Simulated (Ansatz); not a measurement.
Molecule: C6H7, charge 0, multiplicity 2. It need not be the lowest isomer of its formula. 
Coordinates optimised at B3LYP-D3(BJ)/def2-TZVP (Ansatz, an electronic-structure program):
SMILES: C1CC(=CC=1)[CH2]
```xyz
13

C     -2.1190    -0.1761    -0.2411
C     -0.7739    -0.0943    -0.0852
C      0.1405    -1.1604     0.1287
C      1.4548    -0.6495     0.2396
C      1.4512     0.7116     0.1083
C      0.0448     1.1887    -0.1089
H     -2.7260     0.7053    -0.3997
H     -2.6279    -1.1305    -0.2113
H     -0.1372    -2.2022     0.1951
H      2.3349    -1.2553     0.4050
H      2.3128     1.3603     0.1508
H     -0.0678     1.7179    -1.0608
H     -0.2788     1.8845     0.6722
```
Charge 0, spin multiplicity 2.

Wanted: atomisation energy (electronic, to ground-state atoms), in kcal/mol. Cores are frozen in the correlated levels unless marked. Open shells are spin-unrestricted. Spin-orbit coupling is left out. Non-relativistic. The coupled-cluster limit lacks core correlation, which all-electron functionals hold. CBS(X,Y): correlation extrapolated as X^-3; Hartree-Fock from the larger set.

```
level                            program  atomisation energy (kcal/mol)
------------------------  --------------  -----------------------------
HF/6-31G*                         Ansatz                         1047.1
r2SCAN-D3(BJ)/def2-TZVPD  Ansatz + dftd3                         1402.2
PBE0/6-31G*                       Ansatz                         1408.9
PBE0-D4/def2-TZVPD        Ansatz + dftd4                         1413.2
```

Question: Estimate the value at CCSD(T)/CBS(cc-pVTZ,cc-pVQZ) as computed with Ansatz.

Answer: 1384.1 kcal/mol, so PBE0-D4/def2-TZVPD differs from it by 29.1 kcal/mol.
